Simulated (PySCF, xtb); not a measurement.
4-sulfanylbutanal (C4H8OS), SMILES O=CCCCS.

GFN2-xTB in xtb at its own geometry gives an orbital gap of 2.99 eV and a dipole moment of 4.85 D.

Coordinates come from a PBE-D3(BJ)/def2-SVP optimisation. One conformer was computed; it need not be the lowest.

Problem. What does PBE/def2-TZVP (PySCF) give? (An estimate is asked for; the answer gives what the named calculation found.)

Solution. gap 3.63 eV (levels -5.72 and -2.09 eV), dipole 3.89 D.
